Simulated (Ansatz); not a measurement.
Coupled-cluster diagnostics for Si₆W⁺, Ansatz.

Geometry of the doublet (PBE-D4/def2-SVP):

```xyz
7

W     1.756   -1.167   -0.077
Si   -0.124   -1.163    1.408
Si    0.082   -1.829   -1.523
Si   -1.361    2.539    0.678
Si   -1.933    0.380    1.319
Si    0.067    0.799    0.013
Si    1.512    0.441   -1.819
```

In the def2 sets W takes a core potential; there is no spin–orbit coupling. Correlated methods freeze 30 core orbitals; core or outer-core shells of W are correlated, in sets that lack core-valence functions. Another isomer (doublet) lies 1.70 eV lower at PBE0-D4/def2-TZVP; other spin states weren't run for this one.

Q: Estimate the CCSD(T) correlation energy, the shares of MP2 and (T), T1 and the reference's ⟨S²⟩ for: charge 1, doublet, own geometry in def2-SVP; and the rough time on 4 threads of Arm Neoverse V2 on a shared host.

A: 
| state | basis | correlation (eV) | MP2 share (%) | (T) share (%) | T1 | ⟨S²⟩ (pure) | wall time | remarks |
| --- | --- | --- | --- | --- | --- | --- | --- | --- |
| charge 1, doublet, own geometry | def2-SVP | -26.149 | 90.8 | 8.2 | 0.086 | 2.27 (0.75) | 61 s | large T1, spin-contaminated |
Customary marks for T1 are 0.02 (closed shells), 0.045 (open shells) and about 0.05 (3d metals). T1 exceeds 0.02 in 1 of 1 rows and 0.045 in 1; the higher it lies, the less the single-reference result can be trusted.
